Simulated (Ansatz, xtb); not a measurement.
C4H5NO2S2: which of two isomers lies lower

Structure a: `C[S@](=O)Oc1ccsn1`, a singlet. Structure b: `C[S@](=O)c1ncc(O)s1`, a singlet. Both are isolated molecules in the gas phase, relaxed with PBE-D3(BJ)/def2-SVP; the shapes shown needn't be the lowest conformers.

a (Å):

```tsv
atom	x (Å)	y (Å)	z (Å)
C	-1.8079	2.0415	-0.6400
C	0.5491	-0.1040	0.2363
C	1.3574	-1.2938	0.1952
C	1.1925	-2.0051	1.3638
N	-0.1797	0.0951	1.3311
O	0.3820	3.2784	-1.5025
O	0.5136	0.7647	-0.7913
S	-0.0447	2.4361	-0.3481
S	0.0916	-1.1704	2.4043
H	-2.3666	2.9918	-0.5375
H	-1.8767	1.6529	-1.6732
H	-2.1251	1.2975	0.1142
H	2.0041	-1.5717	-0.6456
H	1.6657	-2.9522	1.6552
```

b (Å):

```xyz
14

C    -3.3110    1.6199    0.3022
C    -0.6842    1.8616   -0.3122
C     1.1104    0.9669    0.5986
C     1.3092    0.5465   -0.7103
N    -0.0225    1.7147    0.7939
O    -2.4615    2.5562   -2.1101
O     2.3486   -0.2003   -1.1360
S    -2.2204    2.7875   -0.6264
S     0.0084    1.1080   -1.7573
H    -4.3381    2.0279    0.2465
H    -3.2440    0.6407   -0.2083
H    -2.9561    1.5640    1.3495
H     1.7953    0.7396    1.4269
H     2.3151   -0.2997   -2.1049
```

Quicker runs give these differences E(b) − E(a): GFN2-xTB +20.4 kcal/mol; HF/STO-3G −2.5 kcal/mol (at GFN2-xTB geometries); r2SCAN-D4/def2-SVP +2.2 kcal/mol (at GFN2-xTB geometries).

Q: Estimate E(b) − E(a) at the level CCSD(T)/def2-SVP + ΔMP2/def2-TZVPP.

A: Calculated at CCSD(T)/def2-SVP + ΔMP2/def2-TZVPP: E(b) − E(a) = +6.2 kcal/mol, so structure a lies lower.

How the difference moves with the method:

| level | geometry | E(b) − E(a) (kcal/mol) | departure from the last row (kcal/mol) | job, with rough time for the two |
| --- | --- | --- | --- | --- |
| GFN2-xTB | GFN2-xTB | +20.4 | +14.2 | optimisation, 0.36 s |
| HF/STO-3G | GFN2-xTB | −2.5 | −8.8 | single point, 0.62 s |
| r2SCAN-D4/def2-SVP | GFN2-xTB | +2.2 | −4.0 | single point, 5.9 s |
| PBE-D3(BJ)/def2-SVP | PBE-D3(BJ)/def2-SVP | +3.3 | −2.9 | optimisation, 44 s |
| HF/def2-SVP | PBE-D3(BJ)/def2-SVP | 0.0 | −6.2 | part of the CCSD(T) run |
| MP2/def2-SVP | PBE-D3(BJ)/def2-SVP | +2.0 | −4.2 | part of the CCSD(T) run |
| CCSD(T)/def2-SVP | PBE-D3(BJ)/def2-SVP | +3.2 | −3.1 | single point |
| CCSD(T)/def2-SVP + ΔMP2/def2-TZVPP | PBE-D3(BJ)/def2-SVP | +6.2 |  | single point, 3.1 min |

As drawn, b has 1 C–S, 1 C∷N, 1 C∷S, 1 O–H in place of 1 O–S, 1 C∷C, 1 N∷S, 1 C–H (∷ is an aromatic bond).

HF/STO-3G puts the two in the other order. HF/def2-SVP finds them nearly level. The largest departure from CCSD(T)/def2-SVP + ΔMP2/def2-TZVPP is that of GFN2-xTB, 14.2 kcal/mol. The last row adds to CCSD(T) the change of the MP2 difference between the two basis sets, here +3.1 kcal/mol, a large step that makes the value less sure.

With thermal terms from frequencies at re-optimised GFN2-xTB minima (ideal gas, soft modes damped towards free rotors, one conformer each, 298.15 K, 1 atm): on the last row, ΔE + ΔZPE = +5.8, ΔH = +6.2, ΔG = +5.7 kcal/mol.

The correlated steps freeze 17 core orbitals. Codes used: Ansatz 0.2.0, xtb 6.7.1; the last row on 4 threads of Arm Neoverse V1 on a shared host.
